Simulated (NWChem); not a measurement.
# C3H3F; SMILES C=C=CF

```xyz
7

C      0.2287     1.8660     0.0000
C     -0.1207     0.6068     0.0000
C     -0.5093    -0.6400     0.0000
F      0.3586    -1.6815     0.0000
H      0.3837     2.4186    -0.9261
H      0.3837     2.4186     0.9261
H     -1.5462    -0.9624     0.0000
```
Atoms are numbered in this order, from 1.

Program: NWChem. Geometry optimised at B3LYP/6-31G*; all other runs use it. Pople sets run with spherical d functions.

```csv
quantity,level,value
"isotropic polarisability (bohr³), static",CAM-B3LYP/def2-SVPD,___
"vertical ionisation energy, ΔSCF (eV)",CAM-B3LYP/def2-SVP,___
"vertical, lowest excitation, singlet (eV)","CAM-B3LYP/def2-SVPD, TDA",4.97
dipole in solution (D) in water,"B3LYP/6-31G*, SMD",2.05
dipole (D),B3LYP/6-31G*,___
highest harmonic frequency (cm⁻¹),B3LYP/6-31G*,3214
```

Q: Fill in the missing entries.

A: 
- isotropic polarisability (bohr³), static, value: 40.3
- vertical ionisation energy, ΔSCF (eV), value: 9.90
- dipole (D), value: 1.59
